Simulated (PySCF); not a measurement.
**Electron correlation in Mo²⁺ (molybdenum, charge +2)**

Starting occupation: [Kr] 4d3 5s1, 4d5/2 with m_j = +1/2, +3/2, +5/2, 5s1/2 with m_j = +1/2. Calculation: PySCF 2.14, in x2c-SVPall-2c with one added diffuse shell each of s, p, d type (7s9p7d1f, 76 functions); X2C-1e with screened-nucleus spin-orbit coupling, Gaussian nucleus. Frozen: [Ar] 3d10; 12 electrons correlated; the 6 highest virtual spinors left out.

MP2 pair energies summed by pair of shells (mhartree):

| pair | energy | share (%) |
| --- | --- | --- |
| 4p-4p | -81.79 | 37.7 |
| 4d-4p | -75.62 | 34.8 |
| 4p-4s | -15.59 | 7.2 |
| 4p-5s | -14.73 | 6.8 |
| 4d-4d | -11.93 | 5.5 |
| 4d-5s | -8.63 | 4.0 |
| 4d-4s | -4.18 | 1.9 |
| 4s-4s | -3.89 | 1.8 |
| 4s-5s | -0.87 | 0.4 |

Total MP2 correlation energy: -217.23 mhartree.

The GHF reference relaxed away from the jj start to a determinant that is no pure jj level (⟨S²⟩ = 5.98, ⟨J²⟩ = 30.01); the energies belong to that determinant.

This basis was not built for core-valence correlation, so the inner-shell part is incomplete.
